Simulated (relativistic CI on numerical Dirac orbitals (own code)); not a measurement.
Sensitivity of the levels of Mn15+ to α and to the nuclear radius

Calculated at this level of theory: Dirac-Coulomb-Breit CI, orbitals from a KLI potential per configuration, derivatives by finite differences, unscaled Slater integrals, QED left out (own radial code, finite nucleus).

CI space (outside the closed core 1s2): 2s²2p⁶, 2s²2p⁵3s, 2s²2p⁵3p, 2s²2p⁵3d, 2s2p⁶3s, 2s2p⁶3p, 2s2p⁶3d, 2s²2p⁴3s². Levels of other configurations are missing.

With x = (α/α₀)² − 1 an excitation energy changes as ω = ω₀ + qx; K = 2q/ω₀ is the relative enhancement. Terms are leading LS components, so labels can repeat. The field-shift factor is F = δν/δ⟨r²⟩ for the transition from the lowest level.

Lowest level 2s²2p⁶ ¹S0.

| Level | ω₀ (cm⁻¹) | q (cm⁻¹) | K | F (GHz/fm²) |
| --- | --- | --- | --- | --- |
| 2s²2p⁵3s ³P°2 | 5257676 | -35660 | -0.0136 | 22.6 |
| 2s²2p⁵3s ¹P°1 | 5272687 | -33560 | -0.0127 | 22.5 |
| 2s²2p⁵3s ³P°0 | 5342458 | 50580 | 0.0189 | 22.4 |
| 2s²2p⁵3s ³P°1 | 5352441 | 48550 | 0.0181 | 22.4 |
| 2s²2p⁵3p ³S1 | 5486435 | -16900 | -0.00616 | 6.31 |
| 2s²2p⁵3p ³D2 | 5515530 | -29290 | -0.0106 | 6.75 |
| 2s²2p⁵3p ³D3 | 5524824 | -11320 | -0.0041 | 6.7 |
| 2s²2p⁵3p ¹P1 | 5534819 | -16330 | -0.0059 | 6.74 |
| 2s²2p⁵3p ³P2 | 5547591 | -10960 | -0.00395 | 6.76 |
| 2s²2p⁵3p ³P0 | 5586478 | 20430 | 0.00731 | 6.73 |
| 2s²2p⁵3p ³D1 | 5596626 | 53780 | 0.0192 | 6.63 |
| 2s²2p⁵3p ³P1 | 5618793 | 69510 | 0.0247 | 6.55 |
| 2s²2p⁵3p ³D2 | 5621174 | 73760 | 0.0262 | 6.59 |

At this charge energies of transitions that change n are usually good to better than 1 %, and those within a shell (Δn = 0) to a few per cent.
